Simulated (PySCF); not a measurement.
## CdI: energy against distance

Set-up: Cd def2-TZVPP with ECP28, I def2-TZVPP with ECP28; scalar-relativistic core potentials (PySCF 2.14). Energies in eV from Cd + I in their ground configurations at the same level. State: ²Σ⁺ (doublet), unpaired electrons σ ↑.

All columns are PBEsol. A positive dipole means Cd(−)I(+).

```csv
R (Å),E (eV),μ (D),Mulliken charge on Cd (basis-dependent),HOMO (eV),LUMO (eV),Mayer bond order,⟨S²⟩
2.332,-0.783,-1.29,0.22,-4.97,-3.99,1.22,0.75
2.441,-1.167,-1.70,0.25,-5.12,-4.19,1.14,0.75
2.549,-1.360,-2.11,0.27,-5.27,-4.39,1.07,0.75
2.631,-1.418,-2.41,0.28,-5.38,-4.53,1.02,0.75
2.712,-1.426,-2.70,0.29,-5.48,-4.66,0.98,0.75
2.793,-1.397,-2.97,0.30,-5.57,-4.78,0.93,0.75
2.902,-1.321,-3.29,0.31,-5.69,-4.93,0.88,0.75
3.037,-1.192,-3.62,0.32,-5.82,-5.10,0.81,0.75
3.200,-1.020,-3.90,0.31,-5.88,-5.27,0.73,0.75
3.417,-0.802,-4.09,0.29,-5.83,-5.45,0.64,0.75
```

A fit through these points gives, at Re = 2.685 Å, μ = -2.61 D and dμ/dR = -3.50 D/Å; the reduced mass is 60.03 u.

Question: How strong is the fundamental in the double-harmonic approximation, I = 42.26·(dμ/dR)²/μred km/mol?

Answer: I = 42.26·(-3.50)²/60.03 = 8.62 km/mol at PBEsol.

These are scalar-relativistic numbers at best; spin–orbit coupling would shift them, the dissociation energy most. The state was picked by a PBE0 search and need not be the measured ground state.
